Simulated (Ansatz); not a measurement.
Gas-phase electronic energies from Ansatz, PBE0-D4/def2-TZVP geometries. CCSD(T)/CBS adds triple-zeta CCSD(T) − MP2 to the extrapolated MP2 energy (def2 sets, frozen cores). DFT in def2-TZVPP. One conformer a species, not always the lowest.

Consider the cleavage of the Si–Si bond: `O[SiH]([SiH3])[O][AlH2]` + `CO[SiH](O)F` → `CO[SiH](F)O[SiH3]` + `O[SiH2][O][AlH2]`.

```
             level  ΔE (kJ/mol)
            PBE-D4        -84.3
           ωB97X-V       -109.9
           ωB97M-V       -114.9
               PBE        -85.4
     HF/def2-TZVPP       -143.3
SCS-MP2/def2-TZVPP       -127.5
CCSD(T)/def2-TZVPP       -114.5
     HF/def2-QZVPP       -146.4
```

(1) What does CCSD(T)/CBS give? (Estimate.)

Largest T1 diagnostic among the species: 0.013.

Answers

(1) Computed: -114.3 kJ/mol. The listed levels differ from it by 30.0, 4.4, -0.6, 28.9, -29.0, -13.2, -0.2, -32.1 kJ/mol.

In def2-TZVPP, CCSD(T) changes the Hartree–Fock value by +28.9 kJ/mol (the triples alone add +4.1 kJ/mol) and MP2 by +21.1 kJ/mol. From PBE to PBE0 (25 % exact exchange), in def2-TZVPP and without D4, ΔE moves by −10.0 kJ/mol.
